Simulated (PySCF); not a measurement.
Compound: CH6N2Si2Te.
Numbering: `[N:1]#[C:2][Te:3][Si@@H:4]([NH2:5])[SiH3:6]` (hydrogens: H7 on Si4; H8, H9 on N5; H10, H11, H12 on Si6)

Computed by this run: PySCF, PBE0-D3(BJ)/def2-SVP geometry optimisation, gas phase, def2 core potentials past Kr; density fitting, grid level 1; the optimiser is geomeTRIC in internal coordinates, started from a GFN2-xTB structure with every atom displaced at random (about 0.01 Å).

Step 0: E = -27144.1211 eV
```
atom  x, y, z in Å  |  force x, y, z in eV/Å
N1     -1.2046    3.3666   -0.5901    0.996   3.070   0.910
C2     -1.5365    2.3236   -0.8990   -0.979  -2.523  -0.802
Te3    -2.0948    0.4500   -1.4346    0.288  -0.332   0.022
Si4    -0.4530   -0.4151    0.3431   -1.311  -0.841  -0.243
N5     -0.5442   -2.1149   -0.0182    1.587   0.611   0.170
Si6     1.6990    0.3220    0.1536    0.449  -0.037   0.086
H7     -1.1116   -0.1015    1.6443    0.086   0.372   0.123
H8     -1.4142   -2.5705   -0.1006   -1.356  -0.592  -0.041
H9      0.1007   -2.7073    0.4937    0.096  -0.131  -0.082
H10     1.7463    1.7397   -0.1478   -0.059   0.827  -0.141
H11     2.4096    0.0874    1.4241    0.111  -0.085   0.447
H12     2.4429   -0.4082   -0.8780    0.093  -0.340  -0.449
```

Step 1: E = -27144.3359 eV
```
atom  x, y, z in Å  |  force x, y, z in eV/Å
N1     -1.1299    3.4433   -0.5474   -0.095  -0.142  -0.036
C2     -1.4669    2.3795   -0.8771    0.095   0.173   0.095
Te3    -1.9740    0.4911   -1.4852    0.022  -0.079  -0.105
Si4    -0.5077   -0.4953    0.3487    0.047  -0.004   0.027
N5     -0.5228   -2.1970    0.0094   -0.378  -0.056  -0.009
Si6     1.6670    0.3486    0.1385    0.004  -0.026   0.045
H7     -1.1343   -0.0645    1.6410   -0.032   0.032  -0.023
H8     -1.4229   -2.6756   -0.0479    0.202   0.094   0.079
H9      0.1437   -2.7871    0.4963    0.101  -0.010  -0.054
H10     1.6389    1.8018   -0.1832   -0.028   0.033  -0.005
H11     2.3825    0.1410    1.4346    0.055  -0.011   0.019
H12     2.3658   -0.4140   -0.9373    0.008  -0.005  -0.034
```

Problem. Estimate the geometry and energy of step 2. (The exact step hangs on the optimiser's Hessian estimate; all steps are aligned on step 1, rigid shifts and turns removed.)

Solution. E = -27144.3544 eV, largest force 0.143 eV/Å
```
atom  x, y, z in Å  |  force x, y, z in eV/Å
N1     -1.2276    3.4434   -0.4892   -0.029  -0.018  -0.001
C2     -1.5032    2.3774   -0.8624    0.009   0.018   0.031
Te3    -1.9184    0.4872   -1.5426    0.062  -0.014  -0.051
Si4    -0.4974   -0.4826    0.3347    0.039  -0.016   0.022
N5     -0.5372   -2.1873    0.0180   -0.136  -0.009   0.044
Si6     1.6925    0.3306    0.1387    0.006  -0.033   0.044
H7     -1.1392   -0.0242    1.6100   -0.029   0.041  -0.037
H8     -1.4385   -2.6561   -0.0153    0.021   0.002   0.063
H9      0.1386   -2.7796    0.4912    0.062   0.014  -0.085
H10     1.6740    1.7821   -0.1986   -0.022   0.007   0.003
H11     2.4093    0.1281    1.4378    0.021  -0.004  -0.019
H12     2.3865   -0.4473   -0.9317   -0.004   0.012  -0.013
```

The energy changes by -0.0185 eV. The first-order estimate −F·Δx gives -0.0212 eV and the mean of the old and new forces, exact on a quadratic surface, -0.0187 eV. The step makes an angle of 78° with the force vector and moves no atom by more than 0.114 Å.

The cost below is that of the whole optimisation. The run took 2.9 min wall on Arm Neoverse V2, one thread, shared host with 96 logical CPUs at a one-minute load of 22, and the process peaked at 0.53 GiB of memory.
